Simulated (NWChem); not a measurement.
# C$_{2}$H$_{6}$GeO; SMILES C=C[O][GeH3]

```xyz
10

C      0.0461     2.8793    -0.1680
C     -0.3077     1.6465     0.1969
O      0.5778     0.6088     0.2620
Ge    -0.0031    -1.0827    -0.0428
H      1.0624     3.1110    -0.4704
H     -0.6838     3.6810    -0.1498
H     -1.3302     1.4170     0.5094
H     -0.2006    -1.2902    -1.5630
H      1.1210    -1.9705     0.5183
H     -1.3418    -1.2732     0.7118
```
Atoms are numbered in this order, from 1.

All runs: NWChem. All runs use the structure optimised with B3LYP/6-31G* (spherical d). GIAO values for the isolated, static molecule; σ is the absolute isotropic shielding, δ = σ(reference) − σ with the isolated reference molecule computed at the same levels (13C: tetramethylsilane, 1H: tetramethylsilane, 17O: water).

Estimate the computed values for PBE0/pcSseg-1. Quantities: δ C1 (ppm); δ C2 (ppm); δ O3 (ppm); σ Ge4 (ppm); δ H6 (ppm); δ H7 (ppm); δ H8 (rotor mean) (ppm).


```json
{
  "δ C1 (ppm)": "100.0",
  "δ C2 (ppm)": "160.3",
  "δ O3 (ppm)": "110.7",
  "σ Ge4 (ppm)": "1396.0",
  "δ H6 (ppm)": "4.36",
  "δ H7 (ppm)": "6.43",
  "δ H8 (rotor mean) (ppm)": "5.27"
}
```
